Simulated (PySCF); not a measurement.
Cost of one run: geometry optimisation, `C[Si@@H](Cl)OC=O`.

Method: PBE0-D3(BJ)/def2-SVP geometry optimisation, gas phase (PySCF 2.14.0). Work: geometry optimisation from a GFN2-xTB start, density fitting. The input is one job of a driver script: a line of settings, then coordinates in Å.

Input:
```
{"job": {"xc": "PBE0", "basis": "def2-SVP", "d3": "d3bj", "grid": 1, "kind": "geom"}, "charge": 0, "multiplicity": 1}
C     -1.443807    -0.344109     0.550371
Si    -0.328524     0.764517    -0.503984
Cl    -0.588226     2.706108    -0.105169
O      1.276562     0.582942    -0.054832
C      1.965827    -0.533143    -0.092626
O      1.553773    -1.594398    -0.447727
H     -2.493117    -0.196731     0.313230
H     -1.316753    -0.141225     1.612899
H     -1.209572    -1.392328     0.384751
H     -0.410862     0.511160    -1.934930
H      3.000121    -0.360123     0.252053
```

Hardware: one thread of an Intel Xeon Platinum 8488C, no GPU (shared host). PySCF's memory limit was set to 1120 MB.

The basis has 117 functions.

Task: Estimate the wall time.

Result: About 38 s. The run took 10 energy-and-gradient evaluations and 69 SCF cycles, 3.8 s an evaluation on average.

Task: Estimate the peak memory.

Result: About 0.53 GiB. Peak memory is the resident size of the whole Python process, interpreter and libraries included.

Times come from a shared host and carry two figures at best.

The run converged: final energy -978.54911 Eh after 9 steps; dipole 0.86 D.
